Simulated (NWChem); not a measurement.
1,1,1-trifluoroethane (C$_{2}$H$_{3}$F$_{3}$); SMILES FC(F)(C)F

```xyz
8

C      0.0000     0.0000    -1.4773
C      0.0000     0.0000     0.0294
F     -0.8879    -0.8900     0.5259
F     -0.3268     1.2139     0.5259
F      1.2147    -0.3240     0.5259
H      0.2684    -0.9937    -1.8433
H      0.7264     0.7292    -1.8433
H     -0.9947     0.2644    -1.8433
```
Atoms are numbered in this order, from 1.

Computed with NWChem. The geometry was optimised at B3LYP/6-31G* (spherical d). Level: M06-2X/def2-SVP with COSMO at NWChem's default radii, gas-phase geometry; rows give the dielectric constant.

```json
[
 {"dielectric constant": "2.4", "electrostatic solvation energy (kcal/mol)": "-1.8", "dipole in solution (D)": "2.57"},
 {"dielectric constant": "3.9", "electrostatic solvation energy (kcal/mol)": "-2.3", "dipole in solution (D)": "2.63"},
 {"dielectric constant": "11.7", "electrostatic solvation energy (kcal/mol)": "-2.9", "dipole in solution (D)": "2.70"},
 {"dielectric constant": "25.0", "electrostatic solvation energy (kcal/mol)": "-3.0", "dipole in solution (D)": "2.72"},
 {"dielectric constant": "46.7", "electrostatic solvation energy (kcal/mol)": "-3.1", "dipole in solution (D)": "2.73"}
]
```
